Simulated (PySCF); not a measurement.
Species: C₃H₆ClF₃Si.
InChI=1S/C3H6ClF3Si/c4-3(7)8-1-2(5)6/h2-3H,1,8H2/t3-/m0/s1

The calculation used TDDFT B3LYP/def2-SVPD, vertical, gas phase, core orbitals frozen in the response (PySCF). One conformer (not necessarily the lowest) at the GFN2-xTB geometry, without solvent, vibrations or thermal averaging. Torsions of this conformer, `[F:1][CH:2]([F:3])[CH2:4][SiH2:5][C@H:6]([F:7])[Cl:8]`: F1–C2–C4–Si5 -55°, C2–C4–Si5–C6 76°, C4–Si5–C6–F7 180°.

```tsv
state	E (eV)	E (kJ/mol)	λ (nm)	f	main configurations (H = HOMO, L = LUMO)
S1	6.69	646	185.2	0.028	H→L (89%)
S2	7.24	698	171.3	0.0023	H→L+1 (60%), H→L+2 (29%), H→L (8%)
S3	7.54	727	164.5	0.0018	H-1→L (44%), H→L+2 (31%), H→L+1 (17%)
S4	7.56	729	164.0	0.015	H-1→L (44%), H→L+2 (34%), H→L+1 (13%)
S5	7.95	767	155.9	0.0049	H→L+3 (74%), H→L+4 (13%)
S6	8.13	785	152.5	0.0095	H-2→L (51%), H-1→L+1 (18%), H-1→L+2 (14%)
S7	8.17	788	151.8	0.030	H→L+4 (71%), H→L+3 (15%)
S8	8.27	798	150.0	0.017	H-1→L+1 (47%), H-2→L (30%)
```

Triplets (Tamm–Dancoff): T1 6.06 eV, H→L (82%), H→L+1 (8%); T2 6.88 eV, H-1→L (31%), H→L+1 (25%), H→L+2 (18%); T3 6.90 eV, H-1→L (39%), H→L+1 (20%), H→L+2 (16%).

The lowest singlet comes at 185 nm (646 kJ/mol) in the vacuum ultraviolet; it is weak; its leading configuration is HOMO→LUMO (89%). The most intense listed level is S7 at 8.17 eV (152 nm, f = 0.030), 1.47 eV above S1. Löwdin shares by element: HOMO chlorine 50%, carbon 20% or more, silicon 11%, fluorine 9% or more; LUMO chlorine 34%, carbon 20% or more, silicon 18%, hydrogen 8% or more (atoms not listed hold the other 21%). Weighted by f, the mean energy of these states is 7.68 eV. Orbital energies (eV): HOMO-3 -9.82, HOMO-2 -9.37, HOMO-1 -9.00, HOMO -8.13, LUMO -0.29, LUMO+1 0.06, LUMO+2 0.28. The oscillator strengths of these states sum to 0.109; summed over the whole spectrum of an exact calculation they would give the number of electrons, 82 (Thomas–Reiche–Kuhn). No computed singlet lies in the visible range (380 to 750 nm); the lowest, at 185 nm, stands 3.43 eV above its violet end (3.26 eV). Singlets were solved by full linear response, triplets in the Tamm–Dancoff approximation.
